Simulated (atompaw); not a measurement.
# Reading a pseudo-wave (oxygen)

Columns: radius, all-electron u(r) and pseudo u(r) of the 2p shell (level -9.04 eV) of oxygen in the configuration [He] 2s2 2p4; PBE, non-relativistic, PAW (atompaw) scheme, atompaw 4.2.0.5.

```
r (bohr)  all-electron  pseudo
   0.056        0.0381  0.0071
   0.112        0.1238  0.0282
   0.167        0.2265  0.0616
   0.223        0.3340  0.1073
   0.279        0.4357  0.1630
   0.335        0.5268  0.2263
   0.390        0.6043  0.2938
   0.446        0.6708  0.3652
   0.502        0.7253  0.4368
   0.558        0.7683  0.5062
   0.613        0.8002  0.5700
   0.669        0.8231  0.6287
   0.725        0.8376  0.6795
   0.781        0.8448  0.7213
   0.837        0.8459  0.7537
   0.892        0.8419  0.7761
   0.948        0.8335  0.7896
   1.004        0.8216  0.7945
   1.060        0.8070  0.7918
   1.115        0.7904  0.7829
   1.171        0.7718  0.7689
   1.227        0.7518  0.7512
   1.283        0.7309  0.7310
   1.338        0.7097  0.7099
   1.394        0.6877  0.6878
   1.450        0.6655  0.6655
```

How many radial nodes do the two functions have?

The all-electron 2p function has n − l − 1 = 0; the pseudo-wave has 0.

Where does each function peak?

Outermost all-electron maximum near 0.84 bohr, pseudo maximum near 1.00 bohr (to the table’s step).

Is the pseudo-wave norm-conserving?

No, it belongs to a PAW set: the norm inside the radius is not constrained, and the difference is carried by the augmentation charge.
